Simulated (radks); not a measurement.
Problem. Radial electron density D(r) = 4 pi r^2 rho(r) of an atom or ion with 8 electrons. All-electron calculation, non-relativistic Kohn-Sham, LDA (Slater exchange, Perdew-Wang correlation), spin-unpolarised, spherical densities, point nucleus. Program: a radial shooting solver on a logarithmic mesh with Libxc functionals.

r (bohr),D(r) (e/bohr)
0.001676,0.7754
0.001845,0.9291
0.002031,1.112
0.002236,1.329
0.002461,1.587
0.002709,1.892
0.003006,2.284
0.003309,2.713
0.003642,3.215
0.004009,3.803
0.004413,4.486
0.004858,5.279
0.005348,6.193
0.005886,7.242
0.006479,8.438
0.007132,9.793
0.007851,11.32
0.008642,13.02
0.009589,15.06
0.01056,17.12
0.01162,19.34
0.01279,21.69
0.01408,24.15
0.0155,26.66
0.01706,29.16
0.01878,31.58
0.02067,33.82
0.02275,35.78
0.02504,37.37
0.02757,38.49
0.03035,39.05
0.03367,38.97
0.03706,38.24
0.0408,36.93
0.04491,35.13
0.04943,33.01
0.05441,30.78
0.0599,28.68
0.06593,26.99
0.07258,25.92
0.07989,25.63
0.08794,26.16
0.0968,27.41
0.1066,29.13
0.1182,31.12
0.1301,32.60
0.1433,33.28
0.1577,32.85
0.1736,31.12
0.1911,28.14
0.2103,24.16
0.2315,19.58
0.2548,14.92
0.2805,10.61
0.3088,7.007
0.3399,4.264
0.3771,2.251
0.4151,1.126
0.457,0.5059
0.503,0.2019
0.5537,0.07074
0.6095,0.02149
0.6709,0.005584

What is the nuclear charge?

Solution. Z = 33. The innermost maximum, from 1s, lies near 1/Z = 0.0303 bohr (found: 0.0316), and its height grows with Z. The density is that of the arsenic ion As25+ in [He] 2s2 2p4; the configuration itself is not fixed sharply by these data, and Z only to about a unit. D(r) has 2 maxima, at r = 0.0316, 0.146 bohr, and minima at 0.0786 bohr, inside which lie 2.22 electrons.
